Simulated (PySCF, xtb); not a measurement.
GeI3, SMILES [I][Ge]([I])[I] (connectivity only; charge and spin as stated), charge +1, multiplicity 1.

Harmonic wavenumbers (cm⁻¹) from xtb 6.7.1 with GFN2-xTB at its own minimum, in rising order: 58, 58, 76, 157, 308, 309.

What does r2SCAN-D4/def2-SVP run with PySCF give at its own minimum? (Estimate from the structure and the level; the computed values follow.)

69, 69, 92, 176, 323, 323. Paired by order, the mean absolute difference is 14 cm⁻¹ and the zero-point energies are 1.4 and 1.5 kcal/mol.
